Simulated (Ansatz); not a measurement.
A structure relaxed at PBE-D4/def2-SVP in Ansatz, charge 0, singlet:

```xyz
56

N    -1.8020   -2.8881    1.4451
N    -1.1639   -1.3015   -3.4718
N    -1.1518    2.0231   -2.4094
N    -1.9373    0.1003    2.6585
N    -1.5929    2.5135    0.6807
N    -1.6259   -0.4063   -0.4220
N     0.8971   -2.2883    0.1653
N     1.2566    0.0768   -1.8122
N     0.8504    0.6879    1.3417
N     0.6009   -1.8275    3.1609
N     1.1676    3.0482   -0.7588
N     3.7841    0.8838    0.0482
Ga   -2.2846   -1.6594   -1.8281
Ga   -2.5792   -1.0074    1.1844
Ga    0.1336   -3.1443    1.7601
Ga   -2.2563    1.4049   -0.8001
Ga    0.8675   -1.2211   -3.2884
Ga    0.8629    1.8694   -2.3722
Ga   -2.5893    2.0165    2.3856
Ga   -0.0167    0.1236    3.0095
Ga    0.3374    2.5507    1.0462
Ga    0.3090   -0.3899   -0.1900
Ga    3.2352   -0.1741   -1.6097
Ga    2.7924    0.5785    1.7842
H    -2.3722   -3.4005    2.1334
H    -2.0122   -3.3399    0.5338
H    -1.3168   -2.1220   -4.0792
H    -1.5423   -0.5211   -4.0269
H    -1.4096    3.0038   -2.5989
H    -1.5081    1.5258   -3.2385
H    -2.4285   -0.1796    3.5225
H    -1.9088    3.4841    0.5218
H     0.6928   -2.8173   -0.7007
H     1.9311   -2.2624    0.1953
H     0.3829   -2.1811    4.1038
H     1.6347   -1.7339    3.1416
H     0.8601    4.0073   -0.9824
H     2.1818    3.1589   -0.6141
H     3.9075    1.8868   -0.1500
H     4.7461    0.5581    0.2331
H    -3.7936   -1.3512   -2.2007
H    -1.8515   -3.1494   -1.4016
H    -4.1426   -1.1904    1.0947
H     0.5575   -4.6262    2.0811
H    -3.7738    1.6098   -1.1750
H     1.4062   -0.6462   -4.6654
H     1.1975   -2.6960   -2.7755
H     1.5021    2.5056   -3.6647
H    -4.1357    1.9467    2.0417
H    -1.9957    2.8906    3.5682
H     0.4248    0.8261    4.3503
H     0.8122    3.6363    2.0861
H     3.5223   -1.6700   -1.1359
H     3.9915    0.5026   -2.8288
H     3.1298   -0.9553    2.1374
H     3.2159    1.7309    2.7858
```

Task: Give its formula and point group.

Result: Ga₁₂N₁₂H₃₂, a nanocrystal cut from zinc blende GaN (hydrogen-capped). Point group Cs (tolerance 0.1 Å).

Task: Summarise the bond lengths by kind (pairs closer than 1.2 times the sum of covalent radii, bridged metal pairs left out).

Result: 32 × Ga–N 1.92 to 2.05 Å; 16 × H–N 1.03 to 1.04 Å; 16 × Ga–H 1.57 to 1.61 Å.

Single mean-field runs in def2-SVP are fitted with def2-universal-jkfit.
